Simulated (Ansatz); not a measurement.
The first iterations of a band of FHISi (4 atoms, charge 0, multiplicity 2).

These are results of UKS B3LYP-D4/def2-SVP in Ansatz 0.2.0, not measurements.

| Quantity | Value |
| --- | --- |
| movable images | 9 |
| climbing image | yes |
| spring | 5.0 eV/Å² |
| optimiser | fire |
| start path | IDPP |
| force threshold | 0.05 eV/Å |
| iteration limit | 26 |
| end points | relaxed |
| largest step | 0.02 Å |

Image 0:

```xyz
4
Properties=species:S:1:pos:R:3
F -1.220 -0.143 1.041
Si -0.341 -0.256 -0.325
I 2.008 -0.754 0.247
H -0.391 1.092 -0.984
```

Image 10:

```xyz
4
Properties=species:S:1:pos:R:3
F -1.218 -0.140 1.045
Si 0.137 0.393 0.316
I 1.435 -1.532 -0.523
H -0.298 1.219 -0.859
```

| iteration | highest image above the first end (eV) | largest band force component (eV/Å) |
| --- | --- | --- |
| 1 | 1.036 | 1.192 |
| 2 | 0.995 | 0.723 |
| 3 | 0.986 | 0.496 |
| 4 | 0.977 | 0.255 |
| 5 | 0.975 | 0.193 |

**Question.** Does the band converge within its limit, and where does its top end?

**Answer.** The run converged. It ended after 16 iterations with the highest image 0.962 eV above the first end. Another band between the same ends (9 images) ends at a top of the same energy, where a vibrational analysis finds 1 clearly imaginary mode.

Run time: 9.9 min on 1 thread of Intel(R) Xeon(R) Platinum 8488C (Sapphire Rapids), on a shared host, peak memory 0.19 GiB.
